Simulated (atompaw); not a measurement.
## Pseudopotential generation for cadmium (Cd): PAW (atompaw), PBE, scalar-relativistic.

```
Element                 : cadmium (Cd)
Generator               : atompaw 4.2.0.5
Type                    : PAW
Functional              : PBE
Relativity              : scalar-relativistic
Frozen core             : [Kr] 4d10
Valence charge          : 2
Reference configuration : 5s2 5p0
Partial waves           : 5s (bound): rc 2.80 bohr; 5s channel at 2.55 Ry: rc 2.15 bohr; 5p (bound, empty): rc 2.80 bohr; 5p channel at 1.1 Ry: rc 2.80 bohr
Local potential         : bessel scheme, radius 2.10 bohr
Core correction         : smooth core density matched at 1.85 bohr
Augmentation charge     : sinc compensation charge, radius 2.50 bohr; PAW radius 2.80 bohr; waves and projectors: custom polynom vanderbiltortho
```

Results:

```json
{
  "Cutoffs needed": "6 Ry and 8 Ry (the cutoffs (Ry, on a coarse ladder) from which the occupation-weighted sum of valence levels, in a spherical-Bessel basis at the reference potential, stays within 10 and 1 mRy of its value at 400 Ry)",
  "Ghost test": "no extra level below or beside the all-electron valence levels (s, p, d, f tested) (spherical-Bessel basis up to 400 Ry, 20 bohr box)",
  "Lowest eigenvalue of the overlap operator": "0.37 (p channel)",
  "Overlap eigenvalues printed by atompaw (projector basis)": "0.187, 0.424, 206, 314",
  "Share of each valence orbital outside the PAW sphere": "5s 46 %, 5p 81 %"
}
```

Generation and tests took about 4.4 s on one core of a shared server CPU.
